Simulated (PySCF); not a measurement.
A calculated (B3LYP, PySCF 2.14, 6-31G*, the non-relativistic Hamiltonian (point nucleus)) atom or ion has these occupied shells.

| shell | electrons | orbital energy (eV) | rms radius, mean of both spins (bohr) |
| --- | --- | --- | --- |
| 1s | 2 | -9468.6 | 0.0591 |
| 2s | 2 | -1167.9 | 0.249 |
| 2p | 6 | -1031.5 | 0.221 |
| 3s | 2 | -150.12 | 0.743 |
| 3p | 6 | -106.38 | 0.783 |
| 3d | 10 | -31.657 | 0.961 |

**Question.** Name the element and its charge.

**Answer.** Zn²⁺ (zinc, charge +2), in [Ar] 3d10, closed-shell 1S.
